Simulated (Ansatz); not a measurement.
`C[SiH2][GaH][CH](O)F`, charge 0, multiplicity 1.

Q: Give a relaxed structure at PBE0-D4/def2-TZVP (Ansatz 0.2.0). (Estimate.)

A: The calculation gave: 
Z-matrix (Å, degrees):
```
C
Si 1 1.876
H 1 1.092 2 111.2
H 1 1.092 2 110.4 3 120.7
H 1 1.092 2 110.3 3 -120.7
Ga 2 2.409 1 111.8 3 179.7
H 2 1.493 1 110.4 3 58.2
H 2 1.494 1 110.4 3 -58.9
C 6 2.023 2 115.2 1 1.1
H 6 1.575 2 127.0 1 -178.7
O 9 1.383 6 106.3 2 -62.4
F 9 1.407 6 107.9 2 55.0
H 9 1.097 6 117.1 2 172.4
H 11 0.964 9 110.0 6 -172.7
```
This is one stationary point; other conformers may exist.
